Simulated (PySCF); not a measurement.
Predicted spectroscopic data

- NMR shieldings at PBE0/pcSseg-1/GIAO
- structure optimised with GFN2-xTB
- program: PySCF
- equivalent nuclei averaged, isolated molecule, no relativistic terms, one conformer

δ = σ(ref) − σ, references computed at the same level: 1H (31.72 ppm), 13C (186.93 ppm) vs TMS. Splittings of carbon signals by F and P are missing where no couplings were computed. Where no couplings were computed, multiplicities follow the n + 1 count of equivalent neighbours, and m marks all less simple cases (inequivalent or close neighbours, rings, F or P nearby). Shifts are as computed. Against solution values, carbons near 30 ppm lie about +3 ppm off and those near 130 ppm about +5 ppm; carbons on Cl a further +6 ppm. Of 1211 compounds with measured shifts, 218 miss one by over three times the rms of a fit or turn the order of signals round; such compounds aren't used in these exercises. Carbons bonded to Cl come out too deshielded.

Compound 1 (C7H13FOSi). 1H NMR (600 MHz, computed): δ 4.99 (m, 1H), 4.72 (m, 1H), 4.34 (m, 1H), 3.91 (m, 1H), 3.65 (m, 1H), 3.60 (m, 1H), 3.54 (m, 1H), 1.23 (d, 3H), 0.86 (m, 1H), 0.48 (m, 1H), -0.04 (m, 1H). 13C{1H} NMR (computed): δ 83.8 (CH), 75.7 (CH2), 75.4 (CH2), 21.6 (CH), 15.9 (CH2), 15.6 (CH3), 10.8 (C). Structure: `C[C@@H]1C[C@]12COC[C@@H](F)[SiH2]2`.

Compound 2 (C5H7ClO2). 1H NMR (600 MHz, computed): δ 4.41 (m, 2H), 4.07 (s, 3H), 3.06 (m, 2H). 13C{1H} NMR (computed): δ 136.9 (C), 128.8 (C), 66.1 (CH2), 59.1 (CH3), 37.3 (CH2). Structure: SMILES COC1=C(Cl)OCC1.
